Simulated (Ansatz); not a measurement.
In(Me)3 (C₃H₉In), SMILES [CH3][In]([CH3])[CH3]. Atoms are numbered in the order given.

```xyz
13

In    -0.0179     0.0071     0.0121
C     -1.5066    -1.5878    -0.2231
H     -1.1626    -2.2905    -1.0004
H     -2.4789    -1.1806    -0.5390
H     -1.6355    -2.1527     0.7124
C     -0.1535     1.8416    -1.1846
H      0.6426     1.8408    -1.9474
H     -0.0034     2.7269    -0.5469
H     -1.1249     1.9244    -1.6937
C      1.6499    -0.2545     1.4150
H      2.0538     0.7148     1.7433
H      2.4593    -0.8112     0.9139
H      1.3361    -0.8346     2.2961
```
Charge 0, spin multiplicity 1.

The structure is a stationary point at B3LYP-D3(BJ)/def2-SVP. The isomer is the one that the SMILES or the coordinates give; other isomers of the formula were not compared. The def2 effective core potentials stand for the cores of In; spin–orbit coupling is left out.

Two levels are set side by side: PBE-D3(BJ)/def2-SVP (Ansatz, a first-principles code) and B3LYP-D3(BJ)/def2-SVP (Ansatz). Each level has its own optimised geometry; the coordinates shown are those of the second. Differences are taken from unrounded values.

| quantity | B3LYP-D3(BJ) | PBE-D3(BJ) | PBE-D3(BJ) minus B3LYP-D3(BJ) |
|---|---|---|---|
| mean bond length (Å) | 1.375 | 1.380 | 0.005 |
| bond In1–C2 (Å) | 2.194 | 2.194 | 0.000 |
| bond In1–C6 (Å) | 2.195 | 2.194 | 0.000 |
| bond In1–C10 (Å) | 2.195 | 2.195 | 0.000 |
| bond C2–H3 (Å) | 1.103 | 1.110 | 0.007 |
| bond C2–H4 (Å) | 1.100 | 1.108 | 0.007 |
| bond C2–H5 (Å) | 1.100 | 1.108 | 0.007 |
| bond C6–H7 (Å) | 1.103 | 1.110 | 0.007 |
| bond C6–H8 (Å) | 1.101 | 1.109 | 0.007 |
| bond C6–H9 (Å) | 1.100 | 1.107 | 0.007 |
| bond C10–H11 (Å) | 1.100 | 1.107 | 0.007 |
| bond C10–H12 (Å) | 1.103 | 1.110 | 0.007 |
| bond C10–H13 (Å) | 1.101 | 1.108 | 0.007 |

Exact exchange shortens and stiffens bonds; PBE has none. Differences between two approximate levels are no errors against the true value.
